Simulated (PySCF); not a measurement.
Sn(H)2(vinyl)(OH) (C₂H₆OSn), SMILES C=[CH][SnH2][OH].

The structure is a stationary point at PBE0-D3(BJ)/def2-SVP. The structure was generated by enumeration; whether it is a known compound was not checked. The def2 effective core potentials stand for the cores of Sn; spin–orbit coupling is left out. The values are those of a single conformer.

Two levels are set side by side: TDDFT-PBE/def2-SVPD (PySCF) and TDDFT-ωB97X/def2-SVPD (PySCF). Vertical, same geometry. The lowest singlet is HOMO→LUMO 99 % with PBE and HOMO→LUMO 84 % with the other functional; states are paired by order. Differences are taken from unrounded values.

```csv
quantity,TDDFT-PBE
lowest singlet excitation (eV),4.70
lowest triplet excitation (TDA) (eV),4.31
first bright state (f over 0.05) (eV),6.00
its oscillator strength,0.12
```

Q: These are the TDDFT-PBE values. What does TDDFT-ωB97X give? (Estimate from the structure and the level; the computed values follow.)

A: 
```tsv
quantity	TDDFT-ωB97X	TDDFT-PBE minus TDDFT-ωB97X
lowest singlet excitation (eV)	6.02	-1.33
lowest triplet excitation (TDA) (eV)	4.36	-0.05
first bright state (f over 0.05) (eV)	7.09	-1.09
its oscillator strength	0.41	-0.29
```

Functionals without exact exchange tend to place singlet excitations lower, as here. Differences between two approximate levels are no errors against the true value.

Rough cost on one machine, each run with all the roots and properties that it gave: TDDFT-ωB97X against TDDFT-PBE about 8 times.
